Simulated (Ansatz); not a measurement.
Frontier orbitals of AlCl2GeH3, SMILES `[Cl][Al]([Cl])[GeH3]`.

The species carries charge 0 and has multiplicity 1. Correlated methods include outer-core shells of Ge, which these sets cover unevenly. Scalar relativity is left out up to krypton. Geometry: relaxed with PBE0-D4/def2-TZVP. Basis def2-TZVPP, Ansatz 0.2.0.

Orbital energies of one run (eV). Highest occupied ones, from the top: -7.84, -8.74, -9.03, -9.34, -9.46, -9.54, -9.60, -10.43, -11.85, -15.22, -22.04, -22.34, -31.99, -31.99. Empty: -2.04, -0.99, -0.24, 0.89, 1.24, 1.93.

(1) Which functional gave them?
A. PBE0
B. r2SCANh
C. revPBE
D. BLYP

Answers

(1) B. HOMO energies: r2SCANh -7.84, revPBE -7.11, PBE0 -8.28, BLYP -7.00 eV.
